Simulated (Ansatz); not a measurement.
`[SiH3]C1BO1` and `CC1BO1` differ in one atom or group.

Ansatz, PBE0-D4/def2-TZVP geometries, multiplicity 1. 

```
                                          property  `[SiH3]C1BO1`
    size of the dipole moment (PBE/def2-TZVPP) / D           1.11
               HOMO energy (B3LYP/def2-TZVPP) / eV          -8.01
size of the dipole moment (ωB97M-V/def2-TZVPP) / D           1.28
               HOMO–LUMO gap (PBE/def2-TZVPP) / eV           5.29
             HOMO energy (ωB97M-V/def2-TZVPP) / eV         -10.49
                 HOMO energy (PBE/def2-TZVPP) / eV          -6.92
```

Q: What does the change do to each property? (An estimate is asked.)

A: Ansatz gave: 
| property | `CC1BO1` | shift |
| --- | --- | --- |
| size of the dipole moment (PBE/def2-TZVPP) / D | 1.31 | 0.20 |
| HOMO energy (B3LYP/def2-TZVPP) / eV | -7.62 | 0.39 |
| size of the dipole moment (ωB97M-V/def2-TZVPP) / D | 1.47 | 0.19 |
| HOMO–LUMO gap (PBE/def2-TZVPP) / eV | 5.10 | -0.19 |
| HOMO energy (ωB97M-V/def2-TZVPP) / eV | -10.12 | 0.37 |
| HOMO energy (PBE/def2-TZVPP) / eV | -6.49 | 0.43 |

With PBE0 the HOMO rises by 0.40 eV and the LUMO rises by 0.24 eV, so the gap narrows by about 0.16 eV. PBE moves the HOMO by 0.43 eV and ωB97M-V by 0.37 eV. Dipoles are sizes alone; their direction can turn.

B3LYP here is the variant with VWN-RPA as its local correlation; programs differ in this.
